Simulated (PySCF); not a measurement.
A structure optimised at r2SCAN-D4/def2-SVP, used in a PySCF frequency run:

```xyz
11

C      2.4136     0.8291     0.5114
C      1.2763     0.3931     0.4126
Si    -0.4355    -0.2718     0.2544
C     -1.5909     1.0482    -0.3557
O     -0.4691    -1.5020    -0.8719
H      3.4139     1.2158     0.5985
H     -0.8301    -0.7698     1.6074
H     -1.2588     1.4234    -1.3362
H     -2.6112     0.6481    -0.4663
H     -1.6255     1.8965     0.3457
H      0.1667    -2.2159    -0.7455
```

**Question.** Write its SMILES and formula.

**Answer.** C#C[Si@@H](C)O, C3H6OSi

**Question.** What are its rotational constants (standard atomic weights)?

**Answer.** 5.9969, 2.7685, 2.1093 GHz
